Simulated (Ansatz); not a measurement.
Compare A (`C=C1N[SiH2]1`) with its isomer B (`[SiH3]C1=CN1`).

Computed with Ansatz on PBE0-D4/def2-TZVP structures; ΔE is electronic, products minus reactants. CCSD(T)/CBS adds triple-zeta CCSD(T) − MP2 to the extrapolated MP2 energy (def2 sets, frozen cores). DFT in def2-TZVPP. B3LYP here is the variant with VWN-RPA as its local correlation; programs differ in this.

Q: Which is lower in electronic energy at CCSD(T)/CBS, and by how much? (Estimate.)

A: Computed: A, by 172.8 kJ/mol.

Q: Give E(B) − E(A) in kJ/mol with MP2/def2-TZVPP, B3LYP-D4, CCSD/def2-TZVPP, BLYP-D4, PBE-D4, PBE0-D4, B2PLYP. (An estimate is asked.)

A: Ansatz gave: MP2/def2-TZVPP 175.3, B3LYP-D4 182.0, CCSD/def2-TZVPP 172.5, BLYP-D4 176.7, PBE-D4 180.6, PBE0-D4 185.0, B2PLYP 178.7. None reverses the order clearly.

Q: Does the order hold for the free energy at 298.15 K (harmonic terms from PBE0-D4)? (Best estimate.)

A: Computed: Yes: G(B) − G(A) = +161.0 kJ/mol.

Largest T1 diagnostic: 0.014.

From BLYP to BHLYP (50 % exact exchange), in def2-TZVPP and without D4, E(B) − E(A) moves by +11.2 kJ/mol. At CCSD(T), def2-SVP lies −9.5 kJ/mol from the extrapolated value and def2-TZVPP −2.2 kJ/mol.
